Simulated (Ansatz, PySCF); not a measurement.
BrCl2H2NSn, SMILES [NH2][Sn]([Cl])([Cl])[Br].

Geometry: r2SCAN-D4/def2-SVP. The def2 effective core potentials stand for the cores of Sn; spin–orbit coupling is left out. The values are those of a single conformer.

Vertical ionisation energy (IE) and electron affinity (EA) in eV. Rows of orbital energies are one-electron estimates. Where ΔSCF, EOM or ADC give a negative EA the extra electron is unbound and the value depends on the basis.

```csv
level,IE,EA
"−ε(HOMO), −ε(LUMO), B3LYP/def2-TZVP (PySCF)",8.28,3.13
"−ε(HOMO), −ε(LUMO), PBE/def2-TZVP (PySCF)",7.15,3.70
"ΔSCF, PBE0/def2-SVPD (Ansatz), final states of multiplicity 2 and 2",10.49,1.37
"ΔSCF, PBE/def2-SVPD (Ansatz), final states of multiplicity 2 and 2",10.04,1.45
```

**Question.** What vertical singlet–triplet gap does ΔSCF give with PBE0/def2-SVPD (Ansatz, a first-principles code) and with PBE/def2-SVPD (Ansatz)? (An estimate is asked for; the answer gives what the named calculation found.)

**Answer.** 4.03 and 3.62 eV (triplet above singlet where positive).
